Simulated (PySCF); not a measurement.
# Worked example for 1-methoxynaphthalene: ionisation energy to the radical cation

Structure: `COc1cccc2ccccc12` (C11H10O).

Level of theory: ωB97X-D3(BJ)/ma-def2-SVP single points in PySCF, grid level 2; every species was optimised with PBE0-D3(BJ)/def2-SVP. ωB97X-D3(BJ) is ωB97X-V with D3(BJ) in place of VV10. Zero-point energies come from unscaled GFN2-xTB harmonic frequencies. These were taken at the GFN2-xTB minima.

```csv
state,structure,E / Eh
parent,parent,-500.291136
radical cation,parent,-500.006844
radical cation,radical cation,-500.013717
parent,radical cation,-500.284161
```

Zero-point energy of the radical cation less that of the parent: -0.045 eV. 1 Eh = 27.2114 eV.

Problem. Work out the vertical and adiabatic ionisation energy.

Solution. Vertical: (-500.006844) − (-500.291136) = 0.284292 Eh = 7.74 eV. Adiabatic: 0.277419 Eh = 7.549 eV, and 7.50 eV with zero-point energy.

Problem. And the inner reorganisation energy of self-exchange?

Solution. The radical cation relaxes by 187.0 meV and the parent by 189.8 meV, so λ = 377 meV.

Known limits: ma-def2-SVP is a small basis, whose errors can reach tens of kJ/mol.
